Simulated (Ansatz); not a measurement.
Geometry optimisation, RKS PBE0/STO-3G in Ansatz 0.2.0.

input.yaml

```yaml
crystal:
  periodic: [false, false, false]
  atoms:
    - { symbol: "N", position_ang: [0.0445, 1.31126, -0.52403] }
    - { symbol: C, position_ang: [-0.04859, 0.08909, 0.17255] }
    - { symbol: Si, position_ang: [0.05129, -1.54835, -0.48849] }
    - { symbol: S, position_ang: [-0.37594, 0.2835, 1.91574] }
    - { symbol: H, position_ang: [-0.6259, 2.00045, -0.20199] }
    - { symbol: H, position_ang: [-0.00967, 1.19475, -1.52704] }
    - { symbol: H, position_ang: [0.18832, -1.73517, -1.92157] }
    - { symbol: H, position_ang: [0.11959, -2.68619, 0.39803] }
    - { symbol: H, position_ang: [0.6564, 1.09067, 2.17679] }
basis:
  gaussian: { orbitals: STO-3G }
hamiltonian:
  xc: pbe0
relax:
  f_tol: 0.02
  max_steps: 50
```

Run as:

```bash
$ ansatz run input.yaml --threads 1 --pin off --max-ram 2048MiB --backend cpu --events-out ev --progress --plain --runs-dir out
```

**Question.** Where does it end, and by what steps?

**Answer.** It converged. Limits of this set-up: minimal basis. After 15 steps the energy has fallen by 0.437 eV; H9 moved furthest, 0.77 Å.

```
step  energy less start (eV)  largest force component (eV/Å)  accepted
   0                  0.0000                           3.556       yes
   1                 -0.2041                           1.174       yes
   2                 -0.2560                           0.351       yes
   3                 -0.3075                           1.389       yes
   4                 -0.3451                           0.879       yes
   5                 -0.3770                           0.899       yes
   6                 -0.4060                           0.563       yes
   7                 -0.3968                           0.518        no
   8                 -0.4248                           0.249       yes
   9                 -0.4305                           0.398       yes
  10                 -0.4203                           0.265        no
  11                 -0.4365                           0.096       yes
  12                 -0.4369                           0.031       yes
  13                 -0.4370                           0.028       yes
  14                 -0.4368                           0.045        no
  15                 -0.4371                           0.007       yes
```

```xyz
9
Properties=species:S:1:pos:R:3
N 0.179 1.150 -0.477
C 0.032 -0.061 0.246
Si -0.424 -1.591 -0.528
S 0.083 0.138 1.999
H -0.335 1.985 -0.108
H -0.007 1.046 -1.498
H 0.197 -1.525 -1.841
H 0.248 -2.640 0.218
H 0.026 1.497 1.990
```

Time of the run: 36 s on 1 thread of Arm Neoverse V1, with other jobs on the host, peak memory 0.14 GiB.
